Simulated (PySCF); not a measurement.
MH₃ across group 13

Level: PBE0, basis family def2-TZVP, scalar-relativistic core potentials from Rb on and no relativity for lighter atoms.

Each entry is the lowest minimum that a search over a few typed start shapes (and spin states, where more than one is plausible) found, or that minimum re-optimised at the stated level; isomers with ligand–ligand bonds, or fragments after loss of a ligand pair, can lie lower. Open shells are unrestricted; no spin–orbit coupling; PySCF with density fitting.

```
molecule  2S+1  point group  mean bond to the central atom (Å)  gap (eV)  polar-tensor charge of the central atom  atomisation (kJ/mol)  lowest ω (cm⁻¹)
     BH₃     ?            ?                                  ?         ?                                        ?                     ?                ?
    AlH₃     1          D3h                              1.586      6.83                                     1.08                   858              703
    GaH₃     1          D3h                              1.568      6.77                                     0.96                   801              724
    InH₃     1          D3h                              1.724      6.28                                     1.02                   704              604
    TlH₃     1          D3h                              1.737      6.16                                     0.95                   617              497
```

Q: Fill in the row of BH₃.

A: 2S+1: 1; point group: D3h; mean bond to the central atom (Å): 1.193; gap (eV): 7.97; polar-tensor charge of the central atom: 0.49; atomisation (kJ/mol): 1167; lowest ω (cm⁻¹): 1145.

The bond length does not run in one direction; the largest change, 0.393 Å, falls between BH₃ and AlH₃ among the members listed.

Spin–orbit coupling can matter for TlH₃.

Left out of the table are members whose search was unfinished or whose lowest solution was spin-contaminated, unstable, very soft or bonded differently.
